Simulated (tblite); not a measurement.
CH6OSSi.
Structure used (GFN2-xTB), in Å, numbered top down from 1:
```xyz
10
CH6OSSi angstrom
C     -1.7759    0.4382   -0.0637
S     -0.1438    0.9669   -0.6580
Si     1.0884   -0.5191    0.2849
O      2.6203   -0.2175   -0.1284
H     -1.9788   -0.5713   -0.4072
H     -1.8003    0.4825    1.0205
H     -2.5038    1.1260   -0.4806
H      0.9455   -0.3884    1.7280
H      0.7036   -1.8279   -0.2240
H      2.8537    0.5152   -0.6927
```

Computed values, GFN2-xTB/tblite, gas phase, harmonic and unscaled. Errors from tens to a few hundred cm⁻¹ against measured bands are possible. Modes of hydrogen on silicon can be 10 to 20 % off. One conformer, not necessarily the lowest. The optimisation stopped once no atom felt more than 0.01 eV/Å.

Lowest wavenumbers of the output (negative numbers stand for imaginary wavenumbers):
```
mode    cm-1
  1     -62.9
  2      65.4
  3     119.4
  4     152.0
  5     229.5
  6     510.2
  7     518.6
  8     587.7
```

**Question.** Is this structure a minimum?

**Answer.** No. 1 mode is imaginary beyond 20i (63i cm⁻¹), so at this level the point lies at or near a first-order saddle.

**Question.** Which atoms move in the imaginary mode?

**Answer.** 63i: H10 (hydroxyl hydrogen) 83 %. These are shares of the mass-weighted motion.

**Question.** What is the remedy?

**Answer.** Step along that mode in both directions, optimise again with tighter thresholds and repeat the frequencies. The zero-point energy of this point (42.5 kcal/mol) counts the 23 real modes alone, and thermal corrections from it aren't those of a minimum.
